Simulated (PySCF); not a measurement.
Bonds (- single, = double, # triple, : aromatic): C1-C2, C2#C3, C3-P4, P4=O5, P4-O6, P4-C7, C7-C8, C7-C9, C7-C10. C1 carries H11, H12, H13; O6 carries H14; C8 carries H15, H16, H17; C9 carries H18, H19, H20; C10 carries H21, H22, H23. Stereochemistry as in CC#C[P@@](=O)(O)C(C)(C)C.

Computed data (PySCF): GFN2-xTB structure, σ from GIAO-PBE0/pcSseg-1. In vacuum, rapidly exchanging positions averaged, a single conformation, non-relativistic Hamiltonian.

Chemical shifts δ = σref − σ; $^{13}$C (σref 186.93), $^{1}$H (σref 31.72) vs TMS; $^{31}$P (σref 318.38) against H3PO4; $^{17}$O (σref 336.08) vs H2O, all at this level.

```csv
atoms,nucleus,count,Hirshfeld charge,δ (ppm)
O5,$^{17}$O,1,-0.39,145.4
C3,$^{13}$C,1,-0.13,?
H15/H16/H17/H18/H19/H20/H21/H22/H23,$^{1}$H,9,0.04,1.21
C8/C9/C10,$^{13}$C,3,-0.12,?
H11/H12/H13,$^{1}$H,3,0.07,2.14
C7,$^{13}$C,1,-0.02,38.2
C2,$^{13}$C,1,0.00,105.6
P4,$^{31}$P,1,0.48,22.3
O6,$^{17}$O,1,-0.23,110.0
C1,$^{13}$C,1,-0.09,?
H14,$^{1}$H,1,0.18,2.37
```

Complete the table.

## Answers


- C3: 80.1 ppm, alkyne carbon; the triple bond shields along its axis, which puts it between sp3 and sp2 carbons
- C8/C9/C10: 23.6 ppm, methyl carbon; saturated and bonded to C and H only
- C1: 5.2 ppm, propargylic methyl carbon; aliphatic region, no heteroatom directly attached

OH and NH positions are those of a molecule without intermolecular hydrogen bonds; in solution they move with solvent, concentration and temperature, and exchange usually removes their couplings. Shifts are as computed. Against solution values, carbons near 30 ppm lie about +3 ppm off and those near 130 ppm about +5 ppm. Of 1211 compounds with measured shifts, 218 miss one by over three times the rms of a fit or turn the order of signals round; such compounds aren't used in these exercises. Experimental scales use liquid or dissolved standards, which lie at an offset from isolated H2O (liquid H2O: subtract about 36 ppm) and H3PO4.
